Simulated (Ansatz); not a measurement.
ClF₂ITi, SMILES `[F][Ti]([F])([Cl])[I]` at its PBE0-D4/def2-TZVP geometry, where that method's forces vanish. Charge 0, multiplicity 1. I: def2 effective core potential.

```csv
atom,x (Å),y (Å),z (Å)
F1,0.6789,1.5537,-0.6661
Ti2,0.0855,0.0146,-0.1331
F3,-0.1931,-1.0056,-1.5067
Cl4,1.5315,-0.9130,1.1909
I5,-2.1028,0.3503,1.1149
```

Task: For each bond, give half the difference of the two atoms' forces along it (eV/Å; positive pushes the atoms apart) under PBE-D4, r2SCAN-D4, B3LYP-D4, ωB97M-V in def2-TZVPP. (Estimate.)

Result: The calculation gave: 
```tsv
bond	length (Å)	PBE-D4	r2SCAN-D4	B3LYP-D4	ωB97M-V
F1–Ti2	1.733	0.48	0.23	0.29	0.03
Ti2–F3	1.733	0.48	0.23	0.29	0.03
Ti2–Cl4	2.169	0.13	0.12	0.14	0.05
Ti2–I5	2.541	-0.03	-0.02	0.02	-0.05
```

B3LYP here is the variant with VWN-RPA as its local correlation; programs differ in this.

Computed with Ansatz.
